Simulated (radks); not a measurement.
Q: Excited configurations of the phosphorus ion P2+: one electron is placed in a higher orbital outside [Ne] 3s2. The ground configuration is [Ne] 3s2 3p1. Method: non-relativistic Kohn-Sham, BLYP, spin-unpolarised, spherical densities, point nucleus; computed with a radial shooting solver on a logarithmic mesh with Libxc functionals. Excitation = E - E(ground); binding = E(ion) - E, where the ion is the core of charge +3; n* = 3/sqrt(2 binding) in atomic units, and the quantum defect is n - n*.

outer orbital  excitation (eV)  binding (eV)     n*  quantum defect  eigenvalue (eV)  <r> (bohr)
4s                      14.153        15.527  2.808           1.192          -13.011       4.032
5s                      20.950         8.731  3.745           1.255           -7.400       7.212
5d                      23.726         5.954  4.535           0.465           -4.959       9.538
6s                      24.064         5.616  4.669           1.331           -4.806       11.24
6p                      24.639         5.041  4.928           1.072           -4.293       12.23
7s                      25.744         3.936  5.578           1.422           -3.392       16.11
7f                      26.810         2.870  6.532           0.468           -2.429       20.23

Estimate the row for 6f.

A: excitation (eV) 25.864; binding (eV) 3.816; n* 5.665; quantum defect 0.335; eigenvalue (eV) -3.186; <r> (bohr) 14.58. The Delta-SCF ionisation energy is 29.680 eV (NIST Atomic Spectra Database: 30.203 eV, measured). Self-interaction in the functional shifts the binding energies and quantum defects, so they are the method's values and not measured ones. Spin polarisation and multiplet splitting are left out, so open shells lie too high by an amount that depends on their filling.

Beside tabulated values, note that spin-unpolarised runs miss the spin-polarisation part of the exchange energy of open shells.
